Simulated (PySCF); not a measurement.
**How methods differ on the ionisation energy of Ne(2+)**

Ne(2+) [He] 2s2 2p4 (3P) → Ne(3+) [He] 2s2 2p3 (4S), as a difference of total energies. Calculation: PySCF 2.14, in dyall-av2z; no relativity, point nucleus. Correlated levels: valence: 1s2 frozen; virtual orbitals above 40 to 60 times the deepest correlated orbital energy dropped. The calculations carry no spin-orbit coupling.

| method | ionisation energy (eV) |
| --- | --- |
| UHF | 61.784 |
| MP2 (valence) | 62.752 |
| SCS-MP2 (valence) | 62.808 |
| CCSD (valence) | 62.749 |
| CCSD(T) (valence) | 62.763 |
| CCSDT (valence) | 62.764 |

Problem. How much does correlation contribute at CCSD(T) (valence)?

Solution. 62.763 − (61.784) = 0.979 eV, measured against UHF.

A first-order spin-orbit estimate (lowest level to lowest level, LS coupling) adds 0.037 eV.

Errors of the correlated levels include the incompleteness of this basis and the frozen core.

For comparison: 63.423 eV (measured; NIST Atomic Spectra Database, ionization energies).
